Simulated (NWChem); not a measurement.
Everything below was run with NWChem. System: trifluoroacetic acid (C2HF3O2), charge 0, spin multiplicity 1, at a geometry optimised with PBE0/def2-SVP. Level: PBE/def2-SVP.

NWChem printed:

```
             Northwest Computational Chemistry Package (NWChem) 7.3.0
             --------------------------------------------------------

                                NWChem Input Module
                                -------------------

 Scaling coordinates for geometry "geometry" by  1.889725989
 (inverse scale =  0.529177249)

                             Geometry "geometry" -> ""
                             -------------------------

 Output coordinates in angstroms (scale by  1.889725989 to convert to a.u.)

  No.       Tag          Charge          X              Y              Z
 ---- ---------------- ---------- -------------- -------------- --------------
    1 O                    8.0000     1.57047900    -0.85906300     0.39799800
    2 C                    6.0000     0.91837600     0.22396400    -0.00095600
    3 O                    8.0000     1.40658800     1.27079900    -0.30206500
    4 C                    6.0000    -0.59722400    -0.04988800    -0.02931100
    5 F                    9.0000    -1.02360600    -0.40511500     1.17932400
    6 F                    9.0000    -1.24767100     1.03231400    -0.41090900
    7 F                    9.0000    -0.86880800    -1.03742100    -0.87803200
    8 H                    1.0000     2.51732100    -0.64634000     0.40068500

 Effective nuclear repulsion energy (a.u.)     338.4964968610

            Nuclear Dipole moment (a.u.)
            ----------------------------
        X                 Y               Z
 ---------------- ---------------- ----------------
     0.0000075589     0.0000113384    -0.0000113384


 Summary of "ao basis" -> "" (spherical)
 ------------------------------------------------------------------------------
       Tag                 Description            Shells   Functions and Types
 ---------------- ------------------------------  ------  ---------------------
 *                          def2-svp                  on all atoms

  pbe96 is a nonlocal functional; adding pw91lda local functional.

                                 NWChem DFT Module
                                 -----------------

 Summary of "ao basis" -> "ao basis" (spherical)
 ------------------------------------------------------------------------------
       Tag                 Description            Shells   Functions and Types
 ---------------- ------------------------------  ------  ---------------------
 O                          def2-svp                 6       14   3s2p1d
 C                          def2-svp                 6       14   3s2p1d
 F                          def2-svp                 6       14   3s2p1d
 H                          def2-svp                 3        5   2s1p

 Summary of "ao basis" -> "ao basis" (spherical)
 ------------------------------------------------------------------------------
       Tag                 Description            Shells   Functions and Types
 ---------------- ------------------------------  ------  ---------------------
 O                          def2-svp                 6       14   3s2p1d
 C                          def2-svp                 6       14   3s2p1d
 F                          def2-svp                 6       14   3s2p1d
 H                          def2-svp                 3        5   2s1p

            General Information
            -------------------
          SCF calculation type: DFT
          Wavefunction type:  closed shell.
          No. of atoms     :     8
          No. of electrons :    56
           Alpha electrons :    28
            Beta electrons :    28
          Charge           :     0
          Spin multiplicity:     1
          Use of symmetry is: off; symmetry adaption is: off
          Maximum number of iterations: 100
          AO basis - number of functions:   103
                     number of shells:    45
          Convergence on energy requested:  1.00D-06
          Convergence on density requested:  1.00D-05
          Convergence on gradient requested:  5.00D-04

              XC Information
              --------------
          PerdewBurkeErnzerhof Exchange Functional  1.000
            Perdew 1991 LDA Correlation Functional  1.000 local
           PerdewBurkeErnz. Correlation Functional  1.000 non-local
[...]
      -------------------------------
          Density screening/tol_rho:  1.00D-10
          AO Gaussian exp screening on grid/accAOfunc:  14
          CD Gaussian exp screening on grid/accCDfunc:  20
          XC Gaussian exp screening on grid/accXCfunc:  20
          Schwarz screening/accCoul:  1.00D-08

      Superposition of Atomic Density Guess
      -------------------------------------

 Sum of atomic energies:        -523.00874191

      Non-variational initial energy
      ------------------------------

 Total energy =    -525.532661
 1-e energy   =   -1399.003786
 2-e energy   =     534.974628
 HOMO         =      -0.365908
 LUMO         =       0.028481

------------------------------------------------------------
EAF file 0: "./mol.aoints.0" size=524288 bytes
------------------------------------------------------------
               write      read    awrite     aread      wait
               -----      ----    ------     -----      ----
     calls:        1         0         0         0         0
   data(b): 5.24e+05  0.00e+00  0.00e+00  0.00e+00
   time(s): 0.00e+00  0.00e+00  0.00e+00  0.00e+00  0.00e+00
rate(mb/s): 0.00e+00  0.00e+00
------------------------------------------------------------

   convergence    iter        energy       DeltaE   RMS-Dens  Diis-err    time
 ---------------- ----- ----------------- --------- --------- ---------  ------
 d= 0,ls=0.0,diis     1   -525.5663929815 -8.64D+02  3.38D-02  2.94D+00     1.2
 d= 0,ls=0.0,diis     2   -524.1655480151  1.40D+00  2.45D-02  1.86D+01     1.5
 d= 0,ls=0.0,diis     3   -525.8191275462 -1.65D+00  7.02D-03  7.06D-01     1.8
 d= 0,ls=0.0,diis     4   -525.8575683602 -3.84D-02  2.86D-03  3.23D-01     2.1
 d= 0,ls=0.0,diis     5   -525.8887805079 -3.12D-02  3.99D-04  5.21D-03     2.4
  Resetting Diis
 d= 0,ls=0.0,diis     6   -525.8891659887 -3.85D-04  1.47D-04  4.49D-04     2.7
 d= 0,ls=0.0,diis     7   -525.8892001436 -3.42D-05  1.34D-04  9.41D-05     3.1
 d= 0,ls=0.0,diis     8   -525.8891783867  2.18D-05  9.38D-05  3.44D-04     3.4
 d= 0,ls=0.0,diis     9   -525.8892072364 -2.88D-05  1.73D-05  8.84D-06     3.8
 d= 0,ls=0.0,diis    10   -525.8892080297 -7.93D-07  3.67D-06  4.65D-07     4.3

         Total DFT energy =     -525.889208029730
      One electron energy =    -1399.995080344300
           Coulomb energy =      594.880101673352
    Exchange-Corr. energy =      -59.270726219788
 Nuclear repulsion energy =      338.496496861006

 Numeric. integr. density =       55.999998484166

     Total iterative time =      4.1s

                       DFT Final Molecular Orbital Analysis
                       ------------------------------------

 Vector   26  Occ=2.000000D+00  E=-3.497997D-01
              MO Center=  2.5D-01,  1.2D-01, -1.8D-02, r^2= 3.2D+00
   Bfn.  Coefficient  Atom+Function         Bfn.  Coefficient  Atom+Function
  ----- ------------  ---------------      ----- ------------  ---------------
    74      0.313821  6 F  px                33      0.264177  3 O  py
    18     -0.251928  2 C  px                 5      0.213365  1 O  py
    77     -0.208000  6 F  px                88      0.186789  7 F  px
     4      0.183649  1 O  px                60      0.183926  5 F  px
    46      0.171369  4 C  px                99      0.163692  8 H  s

 Vector   27  Occ=2.000000D+00  E=-3.112258D-01
              MO Center=  1.5D+00,  1.2D-01,  7.5D-02, r^2= 1.8D+00
   Bfn.  Coefficient  Atom+Function         Bfn.  Coefficient  Atom+Function
  ----- ------------  ---------------      ----- ------------  ---------------
     6      0.462750  1 O  pz                34     -0.412733  3 O  pz
     9      0.345675  1 O  pz                37     -0.282458  3 O  pz
     5      0.149575  1 O  py                33     -0.133066  3 O  py
     8      0.111748  1 O  py                20     -0.111610  2 C  pz
    36     -0.091048  3 O  py                23     -0.050504  2 C  pz

 Vector   28  Occ=2.000000D+00  E=-2.599853D-01
              MO Center=  1.1D+00,  7.7D-01, -1.6D-01, r^2= 2.0D+00
   Bfn.  Coefficient  Atom+Function         Bfn.  Coefficient  Atom+Function
  ----- ------------  ---------------      ----- ------------  ---------------
    32      0.522082  3 O  px                35      0.358611  3 O  px
     5     -0.223642  1 O  py                33     -0.199010  3 O  py
    46      0.199144  4 C  px                45      0.173306  4 C  s
     8     -0.160726  1 O  py                60      0.144316  5 F  px
    36     -0.141672  3 O  py                88      0.140373  7 F  px

 Vector   29  Occ=0.000000D+00  E=-6.694708D-02
              MO Center=  9.0D-01,  3.4D-01, -4.0D-02, r^2= 1.8D+00
   Bfn.  Coefficient  Atom+Function         Bfn.  Coefficient  Atom+Function
  ----- ------------  ---------------      ----- ------------  ---------------
    20      0.528820  2 C  pz                23      0.393346  2 C  pz
    34     -0.386075  3 O  pz                37     -0.364115  3 O  pz
     6     -0.251093  1 O  pz                 9     -0.237409  1 O  pz
    51      0.204709  4 C  pz                19      0.170682  2 C  py
    48      0.148844  4 C  pz                87      0.136703  7 F  s

 Vector   30  Occ=0.000000D+00  E= 1.017084D-02
              MO Center=  2.6D+00, -5.9D-01,  3.9D-01, r^2= 2.4D+00
   Bfn.  Coefficient  Atom+Function         Bfn.  Coefficient  Atom+Function
  ----- ------------  ---------------      ----- ------------  ---------------
   100      1.295134  8 H  s                  3     -0.667756  1 O  s
     7     -0.373044  1 O  px                45     -0.280700  4 C  s
     4     -0.268181  1 O  px                17      0.253628  2 C  s
    21     -0.250303  2 C  px                99      0.248575  8 H  s
     2     -0.217347  1 O  s                 49     -0.196741  4 C  px

 Vector   31  Occ=0.000000D+00  E= 1.081293D-01
              MO Center= -1.7D-01,  9.4D-02, -4.3D-02, r^2= 2.3D+00
   Bfn.  Coefficient  Atom+Function         Bfn.  Coefficient  Atom+Function
  ----- ------------  ---------------      ----- ------------  ---------------
    17      1.241187  2 C  s                 31     -0.692511  3 O  s
    50      0.558041  4 C  py                47      0.539321  4 C  py
    73     -0.470386  6 F  s                 49     -0.461229  4 C  px
    22      0.380267  2 C  py                45     -0.326608  4 C  s
    46     -0.241980  4 C  px                51     -0.213989  4 C  pz

 center of mass
 --------------
 x =  -0.09362736 y =   0.00380676 z =  -0.00841298

 moments of inertia (a.u.)
 ------------------
         467.589611549054         -31.214099676614         -20.323834264582
         -31.214099676614         728.014351259672          41.723513927030
         -20.323834264582          41.723513927030         849.636141480004

     Multipole analysis of the density
     ---------------------------------

     L   x y z        total         alpha         beta         nuclear
     -   - - -        -----         -----         ----         -------
     0   0 0 0     -0.000000    -28.000000    -28.000000     56.000000

     1   1 0 0      0.671430      0.335711      0.335711      0.000008
     1   0 1 0     -0.438608     -0.219310     -0.219310      0.000011
     1   0 0 1      0.193901      0.096956      0.096956     -0.000011

     2   2 0 0    -23.065515   -153.179236   -153.179236    283.292958
     2   1 1 0     -2.405422     -7.531900     -7.531900     12.658378
     2   1 0 1      1.059806     -5.406928     -5.406928     11.873662
     2   0 2 0    -29.923510    -86.938871    -86.938871    143.954232
     2   0 1 1      0.819964     11.082438     11.082438    -21.344912
     2   0 0 2    -27.000411    -54.814201    -54.814201     82.627992

 Task  times  cpu:        4.3s     wall:        4.3s

 Total times  cpu:        4.4s     wall:        4.4s
```

Problem. Write an NWChem input that would produce this output.

Solution. This is not unique; one that fits is 
```
start mol
memory heap 200 mb stack 900 mb global 1100 mb
geometry units angstroms nocenter noautoz noautosym
  O      1.570479    -0.859063     0.397998
  C      0.918376     0.223964    -0.000956
  O      1.406588     1.270799    -0.302065
  C     -0.597224    -0.049888    -0.029311
  F     -1.023606    -0.405115     1.179324
  F     -1.247671     1.032314    -0.410909
  F     -0.868808    -1.037421    -0.878032
  H      2.517321    -0.646340     0.400685
end
basis spherical
  * library def2-svp
end
dft
  xc xpbe96 cpbe96
  semidirect memsize 60000000 filesize 0
  iterations 100
end
task dft energy
```
